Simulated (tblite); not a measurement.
A geometry optimisation, step by step.

C₅H₁₃BGe.
SMILES with atom numbers: `[BH2:1][C@H:2]([CH:3]=[CH2:4])[CH2:5][CH2:6][GeH3:7]` (hydrogens: H8, H9 on B1; H10 on C2; H11 on C3; H12, H13 on C4; H14, H15 on C5; H16, H17 on C6; H18, H19, H20 on Ge7)

Computed with GFN2-xTB (tblite), gas phase: L-BFGS steps from a force-field or distance-geometry start until the largest atomic force falls under 0.01 eV/Å. 8 of its 141 geometries are shown.

Step 0: E = -555.7331 eV, largest atomic force 1.491 eV/Å
```
atom  x, y, z in Å  |  force x, y, z in eV/Å
B1     -1.770    1.918    0.332   -0.189   0.244   0.314
C2     -1.062    0.590   -0.174   -0.156   0.351   0.566
C3     -1.705   -0.600    0.509   -0.446  -0.508  -1.329
C4     -2.334   -1.544   -0.203    0.225   0.143   1.279
C5      0.447    0.637    0.166    0.270   0.275  -0.348
C6      1.203   -0.538   -0.465   -0.193  -0.101   0.367
Ge7     3.114   -0.385   -0.084    0.594  -0.096   0.255
H8     -1.758    2.219    1.482    0.028  -0.153  -0.435
H9     -2.325    2.618   -0.441    0.140  -0.150   0.226
H10    -1.191    0.536   -1.264    0.193  -0.437   0.232
H11    -1.678   -0.683    1.587    0.178   0.232  -0.108
H12    -2.393   -1.512   -1.276   -0.062  -0.074   0.046
H13    -2.795   -2.389    0.331    0.213   0.446  -0.569
H14     0.882    1.582   -0.251   -0.314  -0.537   0.369
H15     0.599    0.647    1.263   -0.118  -0.007  -0.518
H16     1.065   -0.544   -1.552   -0.173  -0.112   0.213
H17     0.845   -1.496   -0.040   -0.032   0.403  -0.367
H18     3.654    0.931   -0.675   -0.052  -0.499   0.279
H19     3.331   -0.391    1.460    0.050   0.034  -0.779
H20     3.866   -1.586   -0.709   -0.157   0.546   0.306
```

Step 20: E = -555.9245 eV, largest atomic force 0.042 eV/Å
```
atom  x, y, z in Å  |  force x, y, z in eV/Å
B1     -1.790    1.917    0.333   -0.004  -0.013   0.008
C2     -1.073    0.609   -0.190    0.022  -0.013   0.000
C3     -1.705   -0.585    0.469    0.001   0.004  -0.017
C4     -2.337   -1.544   -0.183   -0.002   0.002   0.003
C5      0.433    0.650    0.156    0.008  -0.025  -0.018
C6      1.189   -0.527   -0.449    0.016  -0.009  -0.001
Ge7     3.123   -0.406   -0.076   -0.022   0.019  -0.011
H8     -1.745    2.168    1.473   -0.015   0.015   0.021
H9     -2.346    2.633   -0.403   -0.016   0.004   0.002
H10    -1.163    0.485   -1.274    0.015  -0.005   0.008
H11    -1.619   -0.626    1.548    0.025   0.018  -0.020
H12    -2.435   -1.527   -1.256   -0.021  -0.010  -0.001
H13    -2.779   -2.386    0.322    0.000   0.006   0.001
H14     0.860    1.584   -0.223   -0.021  -0.014   0.029
H15     0.555    0.644    1.243    0.002   0.029  -0.031
H16     1.034   -0.548   -1.530    0.012   0.002   0.010
H17     0.792   -1.465   -0.057    0.004   0.011  -0.002
H18     3.693    0.861   -0.630    0.008   0.009  -0.006
H19     3.400   -0.391    1.391    0.004  -0.008   0.034
H20     3.907   -1.535   -0.666   -0.016  -0.021  -0.008
```

Step 40: E = -555.9298 eV, largest atomic force 0.061 eV/Å
```
atom  x, y, z in Å  |  force x, y, z in eV/Å
B1     -1.830    1.884    0.334   -0.012   0.018   0.014
C2     -1.058    0.617   -0.211    0.052   0.000   0.009
C3     -1.676   -0.583    0.446    0.019  -0.041   0.005
C4     -2.366   -1.520   -0.179   -0.029  -0.014  -0.001
C5      0.445    0.676    0.139    0.055  -0.007  -0.008
C6      1.210   -0.507   -0.447   -0.038   0.015   0.013
Ge7     3.141   -0.415   -0.057   -0.044  -0.038   0.019
H8     -1.787    2.127    1.477    0.000   0.011  -0.016
H9     -2.442    2.570   -0.387   -0.017  -0.005   0.012
H10    -1.147    0.499   -1.294    0.009   0.005  -0.022
H11    -1.519   -0.654    1.515    0.000   0.018   0.019
H12    -2.543   -1.495   -1.242    0.007   0.032   0.026
H13    -2.787   -2.358    0.351   -0.002  -0.006  -0.021
H14     0.871    1.607   -0.249   -0.044  -0.020  -0.005
H15     0.569    0.693    1.226   -0.023  -0.013  -0.040
H16     1.067   -0.536   -1.530    0.022   0.011   0.034
H17     0.800   -1.441   -0.054    0.025   0.028  -0.004
H18     3.757    0.835   -0.596    0.009   0.026  -0.042
H19     3.424   -0.413    1.413   -0.019  -0.027  -0.004
H20     3.866   -1.576   -0.658    0.031   0.008   0.012
```

Step 60: E = -555.9477 eV, largest atomic force 0.234 eV/Å
```
atom  x, y, z in Å  |  force x, y, z in eV/Å
B1     -1.920    1.759    0.343    0.034  -0.002   0.136
C2     -0.998    0.636   -0.255    0.139   0.035  -0.025
C3     -1.606   -0.563    0.416    0.043   0.083  -0.019
C4     -2.459   -1.393   -0.155   -0.111  -0.147  -0.029
C5      0.494    0.724    0.082    0.137  -0.044  -0.001
C6      1.259   -0.481   -0.465   -0.044   0.020  -0.026
Ge7     3.173   -0.441    0.002   -0.078  -0.193   0.107
H8     -1.735    2.122    1.439   -0.019   0.044  -0.019
H9     -2.814    2.170   -0.278   -0.120   0.047  -0.029
H10    -1.098    0.522   -1.336   -0.025  -0.014  -0.074
H11    -1.294   -0.723    1.436    0.022  -0.016   0.115
H12    -2.796   -1.261   -1.169    0.001   0.014  -0.042
H13    -2.842   -2.252    0.366   -0.066  -0.032   0.012
H14     0.903    1.647   -0.343   -0.003  -0.081   0.002
H15     0.635    0.779    1.166   -0.065  -0.001  -0.015
H16     1.159   -0.514   -1.553    0.027   0.029  -0.009
H17     0.809   -1.408   -0.096    0.048   0.087   0.041
H18     3.841    0.777   -0.519    0.083   0.152  -0.055
H19     3.394   -0.464    1.486   -0.025   0.008  -0.083
H20     3.888   -1.625   -0.570    0.021   0.011   0.013
```

Step 80: E = -555.9624 eV, largest atomic force 0.024 eV/Å
```
atom  x, y, z in Å  |  force x, y, z in eV/Å
B1     -1.937    1.703    0.363    0.004  -0.006  -0.002
C2     -0.973    0.637   -0.279    0.006   0.003  -0.009
C3     -1.603   -0.552    0.400   -0.006   0.021   0.009
C4     -2.511   -1.344   -0.148   -0.003  -0.005   0.007
C5      0.518    0.722    0.054    0.005   0.005  -0.007
C6      1.288   -0.478   -0.490    0.003  -0.010   0.006
Ge7     3.192   -0.446    0.016    0.006   0.004  -0.001
H8     -1.691    2.168    1.408   -0.001  -0.012   0.001
H9     -2.937    1.971   -0.177   -0.002   0.009   0.002
H10    -1.092    0.531   -1.360    0.004  -0.019  -0.004
H11    -1.267   -0.732    1.413   -0.013  -0.002   0.001
H12    -2.864   -1.191   -1.155   -0.008   0.004   0.011
H13    -2.925   -2.184    0.383   -0.016  -0.012  -0.011
H14     0.928    1.641   -0.373    0.009   0.018   0.004
H15     0.646    0.779    1.139    0.005   0.001  -0.006
H16     1.198   -0.513   -1.578    0.011   0.011   0.004
H17     0.839   -1.399   -0.112    0.001  -0.021  -0.001
H18     3.883    0.782   -0.485   -0.001   0.008   0.002
H19     3.360   -0.462    1.502    0.001   0.006  -0.005
H20     3.940   -1.624   -0.525   -0.005  -0.002  -0.002
```

Step 100: E = -555.9648 eV, largest atomic force 0.035 eV/Å
```
atom  x, y, z in Å  |  force x, y, z in eV/Å
B1     -1.948    1.653    0.358    0.018  -0.011  -0.004
C2     -0.961    0.618   -0.298    0.024   0.014   0.003
C3     -1.612   -0.546    0.404    0.000   0.002  -0.012
C4     -2.565   -1.299   -0.126   -0.008  -0.017   0.003
C5      0.527    0.717    0.041    0.017  -0.003   0.009
C6      1.317   -0.472   -0.497   -0.006  -0.003  -0.007
Ge7     3.217   -0.434    0.028   -0.005   0.022  -0.027
H8     -1.714    2.089    1.418   -0.009  -0.006  -0.009
H9     -2.946    1.930   -0.182    0.004  -0.002  -0.010
H10    -1.078    0.495   -1.377   -0.001   0.012   0.010
H11    -1.263   -0.740    1.410   -0.005   0.008  -0.002
H12    -2.924   -1.133   -1.128   -0.023   0.018  -0.006
H13    -3.011   -2.120    0.408    0.000  -0.023   0.017
H14     0.929    1.640   -0.385    0.000  -0.003   0.018
H15     0.648    0.776    1.126    0.006   0.010   0.007
H16     1.251   -0.493   -1.587   -0.003  -0.013  -0.010
H17     0.870   -1.403   -0.140   -0.002   0.002   0.004
H18     3.907    0.796   -0.474   -0.005  -0.013   0.010
H19     3.388   -0.450    1.514   -0.010   0.001   0.001
H20     3.961   -1.613   -0.517    0.007   0.006   0.006
```

Step 120: E = -555.9705 eV, largest atomic force 0.025 eV/Å
```
atom  x, y, z in Å  |  force x, y, z in eV/Å
B1     -1.986    1.509    0.335   -0.008  -0.012  -0.002
C2     -0.912    0.582   -0.342    0.006   0.011  -0.004
C3     -1.600   -0.543    0.379    0.012  -0.003  -0.002
C4     -2.694   -1.161   -0.055   -0.010   0.004   0.003
C5      0.562    0.701    0.023    0.005   0.002  -0.001
C6      1.377   -0.470   -0.522   -0.002   0.003  -0.004
Ge7     3.265   -0.407    0.042   -0.007   0.008  -0.017
H8     -1.835    1.888    1.431    0.014   0.008   0.006
H9     -2.957    1.789   -0.252   -0.003   0.012  -0.004
H10    -1.018    0.464   -1.421    0.003  -0.001  -0.004
H11    -1.174   -0.815    1.335    0.008  -0.012   0.021
H12    -3.143   -0.914   -1.002   -0.011  -0.003  -0.008
H13    -3.167   -1.948    0.508   -0.007  -0.008  -0.004
H14     0.957    1.635   -0.384    0.000   0.004   0.003
H15     0.669    0.750    1.110   -0.010  -0.003   0.002
H16     1.327   -0.472   -1.613    0.003  -0.017  -0.001
H17     0.938   -1.413   -0.186    0.003   0.005   0.002
H18     3.951    0.833   -0.439   -0.004   0.001   0.006
H19     3.391   -0.423    1.531    0.002   0.003   0.012
H20     4.043   -1.573   -0.481    0.004  -0.003  -0.002
```

Step 140: E = -555.9712 eV, largest atomic force 0.008 eV/Å
```
atom  x, y, z in Å  |  force x, y, z in eV/Å
B1     -1.974    1.509    0.332    0.000   0.006   0.000
C2     -0.911    0.569   -0.345   -0.004   0.000  -0.003
C3     -1.607   -0.552    0.375   -0.002   0.002   0.001
C4     -2.716   -1.150   -0.052   -0.003  -0.003  -0.002
C5      0.563    0.683    0.024   -0.002   0.001   0.000
C6      1.383   -0.483   -0.522    0.002  -0.001   0.002
Ge7     3.270   -0.391    0.040    0.000   0.002  -0.006
H8     -1.810    1.890    1.425    0.000  -0.002   0.005
H9     -2.942    1.807   -0.253    0.002  -0.006  -0.001
H10    -1.014    0.451   -1.425   -0.003   0.001  -0.005
H11    -1.178   -0.837    1.327    0.001   0.000   0.005
H12    -3.171   -0.892   -0.994    0.000   0.007  -0.003
H13    -3.197   -1.934    0.510    0.004  -0.002   0.002
H14     0.958    1.621   -0.376    0.002   0.001  -0.003
H15     0.665    0.726    1.112   -0.004   0.000   0.002
H16     1.329   -0.492   -1.613    0.002  -0.002   0.002
H17     0.953   -1.428   -0.180    0.002  -0.002   0.003
H18     3.929    0.863   -0.436   -0.001  -0.002   0.002
H19     3.394   -0.406    1.531    0.002   0.000   0.002
H20     4.072   -1.542   -0.481    0.003  -0.001  -0.003
```

Question: Summarise the path.

Answer: The energy falls by 5.49 kcal/mol from step 0 to step 140; nine tenths of that is first reached at step 60. It rises by more than 0.2 meV at step 61. The largest force goes from 1.491 to 0.008 eV/Å. Among the bonds Ge7–H19 changes most, from 1.559 to 1.496 Å; the atoms move by 0.458 Å rms after alignment.

Question: Follow the three bonds and two angles with the largest change from start to end.

Answer: 
```csv
step,E above end (kcal/mol),largest force (eV/Å),Ge7–H19 (Å),Ge7–H20 (Å),Ge7–H18 (Å),B1–C2–C3 (°),B1–C2–C5 (°)
0,5.49,1.491,1.559,1.549,1.540,108.9,109.8
6,1.46,0.245,1.491,1.491,1.490,109.4,110.9
12,1.16,0.067,1.495,1.496,1.498,109.3,110.3
18,1.09,0.054,1.494,1.495,1.496,108.8,110.3
24,1.05,0.051,1.496,1.498,1.496,108.4,110.3
30,1.03,0.030,1.495,1.496,1.496,108.0,110.3
37,0.99,0.038,1.494,1.494,1.495,107.6,110.9
43,0.92,0.057,1.497,1.498,1.499,105.9,112.3
49,0.83,0.052,1.496,1.497,1.494,104.4,113.6
55,0.77,0.123,1.494,1.496,1.502,102.5,115.0
61,0.59,0.426,1.503,1.498,1.483,96.6,118.2
67,0.28,0.052,1.496,1.496,1.495,96.5,117.9
73,0.23,0.043,1.495,1.496,1.497,95.9,118.1
79,0.20,0.025,1.497,1.497,1.495,95.4,118.1
85,0.19,0.020,1.496,1.497,1.496,94.9,117.9
91,0.18,0.017,1.495,1.496,1.496,94.5,117.9
97,0.16,0.032,1.497,1.497,1.495,93.2,118.3
103,0.13,0.037,1.495,1.496,1.495,91.3,118.7
110,0.07,0.067,1.495,1.497,1.497,87.5,120.2
116,0.03,0.034,1.498,1.498,1.495,86.1,120.8
122,0.01,0.020,1.496,1.496,1.495,85.4,120.8
128,0.01,0.023,1.495,1.497,1.495,85.5,120.7
134,0.00,0.017,1.497,1.497,1.495,85.7,120.5
140,0.00,0.008,1.496,1.496,1.495,85.8,120.3
```

The cost below is that of the whole relaxation. The run took 1.7 s on an Arm Neoverse N1 with one thread, no GPU (shared host).
